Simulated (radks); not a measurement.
Q: Species: neutral bismuth. Configuration: [Hg] 6p3. Calculated with a radial shooting solver on a logarithmic mesh with Libxc functionals: Dirac Kohn-Sham, Slater X-alpha with alpha = 0.975, spin-unpolarised, spherical densities, finite nucleus; open shells are shared between the two j in proportion to 2j + 1; Fermi nuclear charge, rms radius 5.5211 fm. Some entries of the table are withheld. Estimate them.

orbital,occ.,eigenvalue (hartree),<1/r> (bohr^-1)
1s1/2,2,(1),103.3
2s1/2,2,-601.3820,25.64
2p1/2,2,(2),25.63
2p3/2,4,(3),20.30
3s1/2,2,-145.8752,9.415
3p1/2,2,-135.5369,9.339
3p3/2,4,-116.2002,7.940
3d3/2,4,-98.96380,7.847
3d5/2,6,-94.84108,7.537
4s1/2,2,-33.85007,4.013
4p1/2,2,-29.29373,(4)
4p3/2,4,-24.49821,(5)
4d3/2,4,-16.99682,3.236
4d5/2,6,-16.09365,3.127
4f5/2,6,-6.30041,2.809
4f7/2,8,-6.08874,2.768
5s1/2,2,-6.08041,1.692
5p1/2,2,-4.47358,(6)
5p3/2,4,-3.52891,(7)
5d3/2,4,-1.25201,1.123
5d5/2,6,-1.13277,1.081
6s1/2,2,-0.61796,0.6176
6p1/2,1,(8),0.4991
6p3/2,2,(9),0.4303

A: 
(1) 1s1/2 eigenvalue (hartree): -3336.698
(2) 2p1/2 eigenvalue (hartree): -579.0036
(3) 2p3/2 eigenvalue (hartree): -492.9521
(4) 4p1/2 <1/r> (bohr^-1): 3.909
(5) 4p3/2 <1/r> (bohr^-1): 3.425
(6) 5p1/2 <1/r> (bohr^-1): 1.574
(7) 5p3/2 <1/r> (bohr^-1): 1.395
(8) 6p1/2 eigenvalue (hartree): -0.28464
(9) 6p3/2 eigenvalue (hartree): -0.19910
